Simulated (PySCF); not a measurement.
Cards and structures have been mixed up. Pair them.

Structures:
1. `[SiH]1(CC1)c1occc1`
2. `[CH3][Al]([CH3])[O]C(C)(C)C`
3. `CC[SiH2][Si@@H](C#N)O[SiH3]`
4. `C#CC(F)(F)F`

Card P (geometry PBE0-D3(BJ)/def2-TZVP):
- Rotational constants A, B, C: 5.724, 2.892, 2.892 GHz
- Point group: C3v
- Dipole moment (B97-2/pcSseg-2): 2.34 D
- HOMO energy (B97-2/pcSseg-2): -9.06 eV
- 13C chemical shifts (computed TMS as zero) by class (GIAO B97-2/pcSseg-2): 124.3 (1 C), 79.7 (1 C), 76.0 (1 C) ppm

Card Q (geometry PBE0-D3(BJ)/def2-SVP):
- Rotational constants A, B, C: 2.418, 0.991, 0.839 GHz
- Static isotropic polarisability (CAM-B3LYP/def2-SVPD): 102.5 au
- HOMO energy (CAM-B3LYP/def2-SVPD): -8.74 eV
- Lowest singlet excitation (TDDFT CAM-B3LYP/def2-SVPD): 6.03 eV (206 nm, f = 0.001)
- Lowest triplet excitation (Tamm–Dancoff) (TDA CAM-B3LYP/def2-SVPD): 5.76 eV
- 13C chemical shifts (computed TMS as zero) by class (GIAO B3LYP/pcSseg-1 (pcSseg-2 on Al)): 71.2 (1 C), 35.8 (3 C), -10.5 (2 C) ppm
- Point group: C1

Card R (geometry PBE0-D3(BJ)/def2-SVP):
* Rotational constants A, B, C: 4.891, 1.030, 0.932 GHz
* Static isotropic polarisability (B3LYP/def2-SVPD): 100.3 au
* 13C chemical shifts (computed TMS as zero) by class (GIAO PBE/pcSseg-1): 152.2 (1 C), 149.6 (1 C), 125.6 (1 C), 113.3 (1 C), -3.7 (2 C) ppm
* Vertical ionisation energy (ΔSCF B3LYP/def2-SVPD): 8.14 eV
* Lowest singlet excitation (TDDFT B3LYP/def2-SVPD): 5.08 eV (244 nm, f = 0.202)

Card S (geometry PBE0-D3(BJ)/def2-SVP):
- Rotational constants A, B, C: 1.835, 0.633, 0.531 GHz
- Static isotropic polarisability (CAM-B3LYP/def2-SVPD): 121.8 au
- Isotropic shieldings of nuclei other than C and H, by class (GIAO PBE0/pcSseg-1): -107 (1 N), 337 (1 O), 385 (1 Si), 386 (1 Si), 417 (1 Si) ppm
- Lowest singlet excitation (TDDFT CAM-B3LYP/def2-SVPD): 5.83 eV (213 nm, f = 0.017)
- Vertical ionisation energy (ΔSCF CAM-B3LYP/def2-SVPD): 9.99 eV
- Point group: C1

Each SMILES stands for a single optimised conformer of the isolated species, non-relativistic unless stated; the electronic structure was computed with PySCF and density fitting. NMR classes are plain means over equivalent atoms (diastereotopic ones count apart unless rotation or inversion swaps them), as if these changed places fast.

Task: Which card belongs to which structure?

Result: P = 4, Q = 2, R = 1, S = 3. What ties each card to its structure:
- 1 (card R), C6H8OSi, monoisotopic mass 124.0 u, 8 heavy atoms: 6 C in 5 classes; the least shielded carbon (152.2 ppm) is a substituted aromatic carbon; an asymmetric top with C = 0.932 GHz; polarisability 100.3 au for 66 electrons.
- 2 (card Q), C6H15AlO, monoisotopic mass 130.1 u, 8 heavy atoms: 6 C in 3 classes; the least shielded carbon (71.2 ppm) is a carbon bonded to 3 C and O; an asymmetric top with C = 0.839 GHz; polarisability 102.5 au for 72 electrons.
- 3 (card S), C3H11NOSi3, monoisotopic mass 161.0 u, 8 heavy atoms: an asymmetric top with C = 0.531 GHz, the lowest such constant on the cards; polarisability 121.8 au for 86 electrons.
- 4 (card P), C3HF3, monoisotopic mass 94.0 u, 6 heavy atoms: 3 C in 3 classes; point group C3v; the least shielded carbon (124.3 ppm) is a CF3 carbon; a prolate symmetric top with C = 2.892 GHz, the highest such constant on the cards; dipole 2.34 D.
